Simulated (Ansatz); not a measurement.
Reaction (redistribution): `OB(F)[SiH2]S` + `S[Si]Br` → `OB(F)[SiH2]Br` + `S[Si]S`

Gas-phase electronic energies from Ansatz, PBE0-D4/def2-TZVP geometries. CBS: MP2 limit from def2 TZ/QZ plus the TZ coupled-cluster correction, frozen cores. This one scheme is used for every species. DFT in def2-TZVPP. B3LYP here is the variant with VWN-RPA as its local correlation; programs differ in this. For Br outer-core shells are correlated without core-valence functions, which leaves a few kJ/mol of doubt a bond. Scalar relativity is left out up to krypton. Each species was taken in one conformer, which may not be the lowest.

```csv
level,ΔE (kJ/mol),difference from CCSD(T)/CBS
PBE-D4,-10.6,0.1
r2SCAN-D4,-12.0,-1.3
PBE0-D4,-10.8,-0.1
B3LYP-D4,-8.9,1.8
ωB97X-V,-10.1,0.6
r2SCAN,-11.9,-1.2
PBE0,-10.3,0.4
B3LYP,-7.7,3.0
HF/def2-TZVPP,-7.6,3.1
MP2/def2-TZVPP,-10.8,-0.1
SCS-MP2/def2-TZVPP,-9.9,0.8
CCSD/def2-TZVPP,-9.3,1.4
CCSD(T)/def2-TZVPP,-10.0,0.7
HF/def2-QZVPP,-7.6,3.1
MP2/CBS(def2),-11.5,-0.8
CCSD/CBS(def2),-10.0,0.7
CCSD(T)/CBS,-10.7,0
```

Largest T1 diagnostic among the species: 0.015.
